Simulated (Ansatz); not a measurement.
The same ligand exchange along the group B, Al, Ga.

Isolated molecules relaxed with PBE0-D4/def2-TZVP in Ansatz; ΔE leaves out vibrations. CCSD(T)/CBS is the MP2 limit (def2-TZVPP, def2-QZVPP) plus CCSD(T) − MP2 in def2-TZVPP, frozen cores. This one scheme is used for every species. Functionals use def2-TZVPP. For Ga outer-core shells are correlated without core-valence functions, which leaves a few kJ/mol of doubt a bond. Scalar relativity is left out up to krypton. One conformer a species, not always the lowest.

| reaction | PBE-D4 (eV) | CCSD/CBS(def2) (eV) | ωB97X-V (eV) |
| --- | --- | --- | --- |
| `COB(O)Cl` + `O[SiH3]` → `OB(Cl)O[SiH3]` + CH₃OH | 0.02 | -0.01 | 0.01 |
| `C[O][Al]([OH])[Cl]` + `O[SiH3]` → `[OH][Al]([Cl])[O][SiH3]` + CH₃OH | -0.21 | -0.29 | -0.25 |
| `C[O][Ga]([OH])[Cl]` + `O[SiH3]` → `[OH][Ga]([Cl])[O][SiH3]` + CH₃OH | -0.13 | -0.19 | -0.17 |

Question: Give the CCSD(T)/CBS values in the same order. (An estimate is asked.)

Answer: Computed: 0.00, -0.28, -0.18 eV.

Largest T1 diagnostic: 0.013, for `C[O][Ga]([OH])[Cl]`.
